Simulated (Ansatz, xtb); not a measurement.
Two structures of H2Si2Sn

We compare a, a singlet given by its coordinates, with b, a singlet given by its coordinates. Both are isolated molecules in the gas phase, relaxed with PBE0-D3(BJ)/def2-SVP.

a (Å):

```xyz
5

Si   -2.7907    1.8791   -2.9473
Si   -0.9936    1.3240   -1.7877
Sn   -3.1671    1.7858   -0.3560
H     0.4519    0.9535   -1.8830
H    -1.1170    1.2383   -0.1931
```

Close contacts (Å): Si1–Si2 2.21, Si1–Sn3 2.62, Si2–Sn3 2.64, Si2–H4 1.50, Si2–H5 1.60, Sn3–H5 2.13.

b (Å):

```xyz
5

Si   -1.4147    2.5022   -1.6069
Si   -1.5225    0.3619   -1.3865
Sn   -2.8322    1.6941    0.3809
H    -0.8020    3.5488   -2.4893
H    -1.0260   -0.8978   -2.0313
```

Close contacts (Å): Si1–Si2 2.15, Si1–Sn3 2.57, Si2–Sn3 2.57, Si1–H4 1.50, Si2–H5 1.50.

Which of the two would you expect CCSD(T)/def2-TZVPP electronic energies to favour?

Structure b; the calculation gives E(b) − E(a) = −2.4 kcal/mol.

The same difference at several levels:

```
               level              geometry  E(b) − E(a) (kcal/mol)  departure from the last row (kcal/mol)  job, with rough time for the two
PBE0-D3(BJ)/def2-SVP  PBE0-D3(BJ)/def2-SVP                      −4.4                                    −1.9                optimisation, 81 s
       HF/def2-TZVPP  PBE0-D3(BJ)/def2-SVP                      −6.9                                    −4.5           part of the CCSD(T) run
      MP2/def2-TZVPP  PBE0-D3(BJ)/def2-SVP                      −1.9                                    +0.5           part of the CCSD(T) run
  CCSD(T)/def2-TZVPP  PBE0-D3(BJ)/def2-SVP                      −2.4                                                     single point, 2.6 min
```

The levels shown agree on the order. The largest departure from CCSD(T)/def2-TZVPP is that of HF/def2-TZVPP, 4.5 kcal/mol. Levels run at GFN2-xTB geometries aren't shown.

With harmonic frequencies from PBE0-D3(BJ)/def2-SVP (ideal gas, rigid rotor, one conformer each, 298.15 K, 1 atm): on the last row, ΔE + ΔZPE = −2.3, ΔH = −2.3, ΔG = −1.9 kcal/mol.

The correlated steps freeze 14 core orbitals; the filled d shell of Sn is correlated, in a basis made for valence electrons. Atoms past krypton carry core potentials in the def2 sets and no spin–orbit term is included. Programs: Ansatz 0.2.0; the last row on 1 thread of Intel(R) Xeon(R) Processor @ 2.50GHz (Skylake/Cascade Lake) on a shared host.
